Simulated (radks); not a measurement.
Values are calculated unless marked as measured or tabulated.
Species: Ce. Configuration: [Xe] 4f1 5d1 6s2 (the NIST ground configuration).

Level of theory: scalar-relativistic Kohn-Sham, r2SCAN, spin-polarised, spherical densities, finite nucleus; open shells are filled with parallel spins first (spin-orbit coupling, left out, can overturn this in heavy ions); meta-GGA in the generalised Kohn-Sham scheme; Fermi nuclear charge, rms radius 4.8771 fm (a radial shooting solver on a logarithmic mesh with Libxc functionals).

Energy parts (eV):
total: -241122.86
kinetic: 255559.33
electron-nucleus: -584015.17
Hartree: 93040.39
exchange-correlation: -5707.41

Orbitals (lengths in bohr, moments of r in powers of bohr; r(90%) holds 90 % of the orbital's charge):
[
 {"orbital": "1s down", "occ.": "1", "eigenvalue (eV)": "-40333.48", "r(90%)": "0.0443", "<r^4>": "1.778e-06", "<1/r>": "63.33"},
 {"orbital": "1s up", "occ.": "1", "eigenvalue (eV)": "-40333.47", "r(90%)": "0.0443", "<r^4>": "1.778e-06", "<1/r>": "63.33"},
 {"orbital": "2s up", "occ.": "1", "eigenvalue (eV)": "-6477.477", "r(90%)": "0.163", "<r^4>": "0.0002933", "<1/r>": "14.62"},
 {"orbital": "2s down", "occ.": "1", "eigenvalue (eV)": "-6477.441", "r(90%)": "0.163", "<r^4>": "0.0002933", "<1/r>": "14.62"},
 {"orbital": "2p up", "occ.": "3", "eigenvalue (eV)": "-5798.044", "r(90%)": "0.150", "<r^4>": "0.0002150", "<1/r>": "13.83"},
 {"orbital": "2p down", "occ.": "3", "eigenvalue (eV)": "-5798.018", "r(90%)": "0.150", "<r^4>": "0.0002150", "<1/r>": "13.83"},
 {"orbital": "3s up", "occ.": "1", "eigenvalue (eV)": "-1402.443", "r(90%)": "0.408", "<r^4>": "0.01184", "<1/r>": "5.316"},
 {"orbital": "3s down", "occ.": "1", "eigenvalue (eV)": "-1402.127", "r(90%)": "0.408", "<r^4>": "0.01184", "<1/r>": "5.317"},
 {"orbital": "3p up", "occ.": "3", "eigenvalue (eV)": "-1185.117", "r(90%)": "0.414", "<r^4>": "0.01241", "<1/r>": "5.027"},
 {"orbital": "3p down", "occ.": "3", "eigenvalue (eV)": "-1184.795", "r(90%)": "0.414", "<r^4>": "0.01240", "<1/r>": "5.028"},
 {"orbital": "3d up", "occ.": "5", "eigenvalue (eV)": "-876.6407", "r(90%)": "0.396", "<r^4>": "0.01036", "<1/r>": "4.759"},
 {"orbital": "3d down", "occ.": "5", "eigenvalue (eV)": "-876.3659", "r(90%)": "0.396", "<r^4>": "0.01034", "<1/r>": "4.760"},
 {"orbital": "4s up", "occ.": "1", "eigenvalue (eV)": "-287.4028", "r(90%)": "0.915", "<r^4>": "0.3051", "<1/r>": "2.205"},
 {"orbital": "4s down", "occ.": "1", "eigenvalue (eV)": "-286.4046", "r(90%)": "0.915", "<r^4>": "0.3050", "<1/r>": "2.205"},
 {"orbital": "4p up", "occ.": "3", "eigenvalue (eV)": "-216.0546", "r(90%)": "0.980", "<r^4>": "0.4002", "<1/r>": "2.036"},
 {"orbital": "4p down", "occ.": "3", "eigenvalue (eV)": "-215.0354", "r(90%)": "0.980", "<r^4>": "0.4001", "<1/r>": "2.036"},
 {"orbital": "4d up", "occ.": "5", "eigenvalue (eV)": "-113.0230", "r(90%)": "1.12", "<r^4>": "0.6742", "<1/r>": "1.776"},
 {"orbital": "4d down", "occ.": "5", "eigenvalue (eV)": "-111.9638", "r(90%)": "1.12", "<r^4>": "0.6748", "<1/r>": "1.776"},
 {"orbital": "5s up", "occ.": "1", "eigenvalue (eV)": "-42.2177", "r(90%)": "2.19", "<r^4>": "10.05", "<1/r>": "0.8656"},
 {"orbital": "5s down", "occ.": "1", "eigenvalue (eV)": "-41.3382", "r(90%)": "2.19", "<r^4>": "10.03", "<1/r>": "0.8651"},
 {"orbital": "5p up", "occ.": "3", "eigenvalue (eV)": "-24.4528", "r(90%)": "2.57", "<r^4>": "19.12", "<1/r>": "0.7408"},
 {"orbital": "5p down", "occ.": "3", "eigenvalue (eV)": "-23.5275", "r(90%)": "2.56", "<r^4>": "19.01", "<1/r>": "0.7420"},
 {"orbital": "4f up", "occ.": "1", "eigenvalue (eV)": "-5.4984", "r(90%)": "1.92", "<r^4>": "8.199", "<1/r>": "1.207"},
 {"orbital": "4f down", "occ.": "0", "eigenvalue (eV)": "-4.3872", "r(90%)": "1.92", "<r^4>": "8.804", "<1/r>": "1.206"},
 {"orbital": "6s up", "occ.": "1", "eigenvalue (eV)": "-4.0121", "r(90%)": "6.25", "<r^4>": "655.4", "<1/r>": "0.2918"},
 {"orbital": "6s down", "occ.": "1", "eigenvalue (eV)": "-3.5602", "r(90%)": "6.71", "<r^4>": "861.7", "<1/r>": "0.2716"},
 {"orbital": "5d up", "occ.": "1", "eigenvalue (eV)": "-3.3767", "r(90%)": "4.62", "<r^4>": "201.0", "<1/r>": "0.4574"},
 {"orbital": "5d down", "occ.": "0", "eigenvalue (eV)": "-2.4582", "r(90%)": "5.11", "<r^4>": "296.7", "<1/r>": "0.4373"}
]

The highest occupied level is 5d up at -3.377 eV. The configuration is held as typed, so some empty levels lie below it. For comparison, the ionisation energy in NIST's Atomic Spectra Database is 5.539 eV (measured). In exact Kohn-Sham theory the highest level is minus the ionisation energy, but local and semilocal functionals leave it too shallow, through self-interaction and a potential that decays too fast; potentials with the right tail come closer. The electron density at the nucleus is 3.975e+05 e/bohr^3 (large components only). The spin density at the nucleus is 2.149 e/bohr^3 (1s 0.040, 2s -0.162, 3s -1.445, 4s -0.148, 5s 0.407, 6s 3.458).
